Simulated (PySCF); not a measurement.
## B(OH)₃: how level, basis and relativity move the structure

Each row is its own optimisation.

Each entry is the lowest minimum that a search over a few typed start shapes (and spin states, where more than one is plausible) found, or that minimum re-optimised at the stated level; isomers with ligand–ligand bonds, or fragments after loss of a ligand pair, can lie lower. Open shells are unrestricted; no spin–orbit coupling; PySCF with density fitting.

| level | 2S+1 | point group | mean bond to B (Å) | atomisation (kJ/mol) | highest ω (cm⁻¹) | distinct angles (°) | lowest ω (cm⁻¹) |
| --- | --- | --- | --- | --- | --- | --- | --- |
| B3LYP/def2-TZVP (no relativity) | ? | ? | ? | ? | ? | ? | ? |
| PBE/def2-TZVP (no relativity) | 1 | C3h | 1.379 | 3119 | 3743 | 112/120 | 413 |
| PBE0/def2-TZVP (no relativity) | 1 | C3h | 1.366 | 3030 | 3905 | 112/120 | 428 |

Question: Fill in the row of B3LYP/def2-TZVP (no relativity).

Answer: 2S+1: 1; point group: C3h; mean bond to B (Å): 1.370; atomisation (kJ/mol): 3030; highest ω (cm⁻¹): 3845; distinct angles (°): 113/120; lowest ω (cm⁻¹): 429.

Across these levels the mean bond spreads over 0.013 Å and the highest wavenumber over 162 cm⁻¹; all give the same point group.

Levels that gave another bonding pattern or an unsound solution are left out.
